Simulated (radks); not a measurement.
Results of a calculation; reference values are marked as such.
All-electron atom: W I in [Xe] 4f14 5d4 6s1 5f1 (not the ground configuration). Level of theory: scalar-relativistic Kohn-Sham, r2SCAN, spin-unpolarised, spherical densities, finite nucleus; meta-GGA in the generalised Kohn-Sham scheme; Fermi nuclear charge, rms radius 5.3658 fm (a radial shooting solver on a logarithmic mesh with Libxc functionals).

Local quantities along the radius. ELF = 1/(1 + alpha^2) is the electron localisation function; alpha = (tau - tau_W)/tau_unif compares the Pauli kinetic energy density with that of the uniform gas; r v_xc is r times the local exchange-correlation potential (hartree bohr, multiplicative part alone); -r V(r) is the screened charge that the Kohn-Sham potential presents (atomic units); s = |grad rho|/(2 (3 pi^2)^(1/3) rho^(4/3)) is the reduced gradient. tau is taken from the large components.

| r (bohr) | ELF | alpha | r v_xc | -r V(r) | s |
|---|---|---|---|---|---|
| 0.001997 | 0.999 | 0.02875 | -0.2111 | 73.15 | 0.6618 |
| 0.002381 | 0.999 | 0.03146 | -0.2363 | 72.97 | 0.6305 |
| 0.002862 | 0.999 | 0.03529 | -0.2662 | 72.75 | 0.6064 |
| 0.003413 | 0.998 | 0.04031 | -0.2983 | 72.50 | 0.5912 |
| 0.004102 | 0.998 | 0.04763 | -0.3354 | 72.19 | 0.5831 |
| 0.004892 | 0.997 | 0.05762 | -0.3742 | 71.84 | 0.5828 |
| 0.00588 | 0.995 | 0.07297 | -0.4179 | 71.41 | 0.5902 |
| 0.007011 | 0.991 | 0.09525 | -0.4624 | 70.92 | 0.6050 |
| 0.008428 | 0.983 | 0.1320 | -0.5116 | 70.32 | 0.6284 |
| 0.01005 | 0.965 | 0.1894 | -0.5615 | 69.66 | 0.6576 |
| 0.01208 | 0.922 | 0.2907 | -0.6146 | 68.86 | 0.6919 |
| 0.0144 | 0.828 | 0.4553 | -0.6496 | 67.96 | 0.7200 |
| 0.01731 | 0.651 | 0.7329 | -0.6229 | 66.81 | 0.7246 |
| 0.02065 | 0.457 | 1.089 | -0.5708 | 65.54 | 0.6761 |
| 0.02482 | 0.341 | 1.390 | -0.6212 | 64.12 | 0.5512 |
| 0.02959 | 0.349 | 1.365 | -0.7018 | 62.61 | 0.4005 |
| 0.03557 | 0.473 | 1.056 | -0.7967 | 60.80 | 0.2967 |
| 0.04242 | 0.631 | 0.7639 | -0.9446 | 58.91 | 0.2841 |
| 0.05099 | 0.732 | 0.6054 | -1.040 | 56.64 | 0.3361 |
| 0.0608 | 0.729 | 0.6100 | -1.086 | 54.21 | 0.4132 |
| 0.07308 | 0.604 | 0.8105 | -1.078 | 51.40 | 0.4795 |
| 0.08714 | 0.415 | 1.188 | -1.021 | 48.45 | 0.4600 |
| 0.1047 | 0.346 | 1.374 | -0.9794 | 45.14 | 0.3172 |
| 0.1249 | 0.477 | 1.047 | -1.249 | 42.04 | 0.2130 |
| 0.1501 | 0.669 | 0.7037 | -1.458 | 38.56 | 0.2511 |
| 0.179 | 0.724 | 0.6182 | -1.495 | 35.00 | 0.3728 |
| 0.2152 | 0.579 | 0.8527 | -1.379 | 31.15 | 0.5093 |
| 0.2566 | 0.311 | 1.490 | -1.206 | 27.40 | 0.4847 |
| 0.3084 | 0.306 | 1.507 | -1.208 | 23.59 | 0.2226 |
| 0.3678 | 0.562 | 0.8822 | -1.601 | 20.32 | 0.1612 |
| 0.4421 | 0.710 | 0.6393 | -1.770 | 16.86 | 0.2794 |
| 0.5272 | 0.676 | 0.6919 | -1.684 | 13.76 | 0.4279 |
| 0.6337 | 0.508 | 0.9834 | -1.496 | 10.98 | 0.5593 |
| 0.7556 | 0.353 | 1.355 | -1.319 | 8.778 | 0.5783 |
| 0.9083 | 0.374 | 1.294 | -1.333 | 7.026 | 0.4999 |
| 1.083 | 0.519 | 0.9621 | -1.349 | 5.648 | 0.5059 |
| 1.302 | 0.587 | 0.8391 | -1.304 | 4.463 | 0.6266 |
| 1.552 | 0.500 | 1.001 | -1.161 | 3.521 | 0.7897 |
| 1.866 | 0.328 | 1.432 | -0.9674 | 2.740 | 0.9416 |
| 2.225 | 0.225 | 1.859 | -0.8741 | 2.259 | 1.029 |
| 2.675 | 0.204 | 1.975 | -0.8253 | 1.932 | 1.148 |
| 3.189 | 0.207 | 1.957 | -0.7540 | 1.685 | 1.442 |
| 3.834 | 0.170 | 2.212 | -0.5830 | 1.396 | 2.088 |
| 4.571 | 0.085 | 3.271 | -0.3623 | 1.098 | 3.266 |
| 5.495 | 0.009 | 10.57 | -0.2918 | 0.9603 | 5.388 |
| 6.552 | 0.000 | 75.59 | -0.2111 | 0.8135 | 5.451 |
| 7.876 | 0.000 | 69.87 | -0.04538 | 0.5692 | 0.3683 |
| 9.391 | 0.001 | 32.92 | -0.3476 | 0.7853 | 0.6752 |
| 11.29 | 0.003 | 19.66 | -0.3624 | 0.7002 | 0.4068 |
| 13.46 | 0.005 | 13.45 | -0.5049 | 0.7436 | 0.1119 |
| 16.18 | 0.009 | 10.61 | -0.5527 | 0.6953 | 0.5698 |
| 19.29 | 0.011 | 9.649 | -0.6286 | 0.6985 | 1.022 |
| 23.19 | 0.008 | 11.13 | -0.6509 | 0.6744 | 2.108 |
| 27.65 | 0.003 | 18.60 | -0.4875 | 0.4930 | 4.410 |
| 33.24 | 0.000 | 49.51 | -0.2709 | 0.2717 | 10.05 |
| 39.64 | 0.000 | 188.0 | -0.1169 | 0.1170 | 24.40 |

On this mesh the ELF has minima near r = 0.025, 0.10, 0.31, 0.76 bohr, which separate the shells, and maxima near 0.051 (0.73), 0.18 (0.72), 0.44 (0.71), 1.3 (0.59), 3.2 (0.21).
